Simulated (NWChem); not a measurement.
System: GeI2 cation, doublet; SMILES of the neutral closed-shell parent [I][Ge][I]

```xyz
3

Ge     0.0000     0.0000     0.9517
I      2.1631     0.0000    -0.2783
I     -2.1631     0.0000    -0.2783
```
Atoms are numbered in this order, from 1.

Level: PBE-D3(BJ)/def2-SVP with def2 effective core potentials on I, spin-unrestricted (NWChem), optimised geometry, unscaled harmonic frequencies. In the optimisation the excess spin sits in a1 (C2v, its own frame). This spin state was assumed; another may lie lower. def2 effective core potentials on I; no spin-orbit coupling.

**Question.** List the harmonic frequencies with IR intensities, and the thermochemistry.

**Answer.** 
```tsv
frequency (cm⁻¹)	IR intensity (km/mol)
62	0.2
199	2.9
268	24.6
```

zero-point energy: 0.8 kcal/mol
thermal correction to the enthalpy at 298.15 K (with zero-point energy): 4.3 kcal/mol
heat capacity Cv: 11.5 cal/(mol K)
entropy at 298.15 K and 1 atm (symmetry number 2, electronic part: spin degeneracy alone): 81.5 cal/(mol K)

Rigid rotor and harmonic oscillator; modes under 100 cm⁻¹ make the entropy uncertain.
